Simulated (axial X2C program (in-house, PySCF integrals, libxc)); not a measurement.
## Worked dissociation energy of BeNi: PBE0, spin-free

All values were computed with an axial X2C code built on PySCF integrals. Spin-free means the one-electron spin-free X2C Hamiltonian. Basis: Ni dyall-cv3z [9s9p6d3f2g], Be dyall-cv3z [8s8p3d1f] (cores contracted in-house); Gaussian nuclei, density fitting, unrestricted open shells. Masses: Ni 57.935 u, Be 9.012 u.

Molecular state: M_S = 1, Λ = 2 (beyond evenly filled blocks: σα, δ+α, δ+β, δ-α).

```
E(Ni) (2M_S = 2, M_L = 0) : -1520.367331 hartree
E(Be) (2M_S = 0, M_L = 0) : -14.639214 hartree
E(BeNi) at Re             : -1535.055690 hartree
ωe                        : 495.8 cm⁻¹
ωexe                      : 3.69 cm⁻¹
```

Task: Work out De and D0.

Result: De = -1520.367331 + (-14.639214) − (-1535.055690) = 0.04914 hartree = 1.337 eV. The zero-point energy is ωe/2 − ωexe/4 = 247 cm⁻¹ = 0.031 eV, so D0 = 1.307 eV.

The state is a single determinant with fixed occupations, the lowest that a limited PBE0 search found. Dissociation energies refer to the lowest single-determinant-based atoms at the same level and basis. PBE0 can misorder states that lie within some tenths of an eV, so this need not be the ground state of the molecule. The nearest other spin-free determinant of the search, M_S = 0, Λ = 2, lies 0.06 eV up at the distance of the search. Without a current term, density functionals place determinants with orbital angular momentum somewhat too high.

Each atomic determinant is the lowest at this level and need not be a pure term. Totals compare only within one Hamiltonian and basis.
